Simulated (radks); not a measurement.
Spherical quantum dot in the effective-mass picture: electrons in a parabolic well V = omega^2 r^2 / 2 with omega = 0.596, all in effective atomic units (hartree* = m*/eps^2 hartree, bohr* = eps/m* bohr), one dielectric constant everywhere. Calculated with a radial shooting solver with Libxc functionals: non-relativistic Kohn-Sham, PBE, spin-polarised, spherical densities. Levels are named by radial order and angular momentum (1s, 1p, 1d, 2s, ...), and open shells are averaged over m.

N = 16, configuration 1s2 1p6 1d(up 5, down 3). This is the lowest configuration that the search found. Occupied and some empty levels:

level,occupation,eigenvalue (hartree*),<r> (bohr*)
1s up,1,6.2621,2.222
1s down,1,6.2759,2.187
1p up,3,6.5236,2.751
1p down,3,6.5454,2.735
1d up,5,6.8259,3.112
1d down,3,6.8509,3.108
2s up,0,6.9064,2.645
2s down,0,6.9190,2.660
1f up,0,7.1652,3.396
1f down,0,7.1910,3.399
2p up,0,7.2935,2.988
2p down,0,7.3077,2.993

Energy (hartree*): total 67.7788, kinetic 7.6079, external 25.260, Hartree 40.246, exchange-correlation -5.3353.

Electron density:

r (bohr*),n(r) (e/bohr*^3)
0.119,0.04325
0.569,0.04852
1.02,0.06014
1.47,0.07517
1.92,0.08699
2.37,0.08804
2.82,0.07467
3.27,0.05090
3.71,0.02681
4.17,0.01059
4.61,0.003171
5.06,0.0007174
5.51,0.0001217
5.96,0.00001536
